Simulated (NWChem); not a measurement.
System: isocyanic acid (CHNO); SMILES C(=O)=N

Program: NWChem. All runs use the structure optimised with B3LYP/6-31G* (spherical d). Vertical excitations in the gas phase; the lowest state need not have the same character in each row.

```tsv
level	lowest excitation, singlet (eV)	oscillator strength of that lowest state	lowest triplet (eV)	orbital gap (eV)
PBE/def2-SVPD, TDA	6.45	0.001	5.98	(withheld)
B3LYP/def2-SVPD, TDA	6.45	0.002	6.01	8.27
CAM-B3LYP/def2-SVPD, TDA	6.43	0.002	6.01	11.24
PBE0/def2-SVPD, TDA	6.54	0.002	6.07	8.84
```

What belongs in the gaps?


- PBE/def2-SVPD, TDA, orbital gap (eV): 6.30
